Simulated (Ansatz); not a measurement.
Species: InCl2, net charge 0, doublet state. It need not be the lowest isomer of its formula. 
Structure (B3LYP-D3(BJ)/def2-TZVP (Ansatz, a program for electronic structure) minimum search):
SMILES: [Cl][In][Cl]
```xyz
3

In     0.3131    -0.0015     0.3760
Cl     1.1129     0.3574    -1.8430
Cl    -2.0154    -0.3530     0.7594
```
Charge 0, spin multiplicity 2.

Parts of the frozen-core correlation energy in def2-TZVPP (Ansatz, hartree). Frozen orbitals: 19; correlated occupied orbitals by spin: 9 and 8; virtual: 106 and 107. Open shells are spin-unrestricted. Spin-orbit coupling is left out. In def2 rows, elements after Kr have scalar-relativistic effective core potentials.

| term | value |
|---|---|
| reference (HF) | -1108.34109 |
| MP2 opposite-spin | (withheld) |
| MP2 same-spin | -0.10668 |
| CCSD correlation | (withheld) |
| (T) | (withheld) |
| T1 diagnostic | 0.013 |
| largest doubles amplitude | 0.025 |
| <S^2> of the reference | 0.761 |

Problem. Some entries are withheld; supply them.

Solution. 
- MP2 opposite-spin, value: -0.31345
- CCSD correlation, value: -0.45441
- (T), value: -0.01966
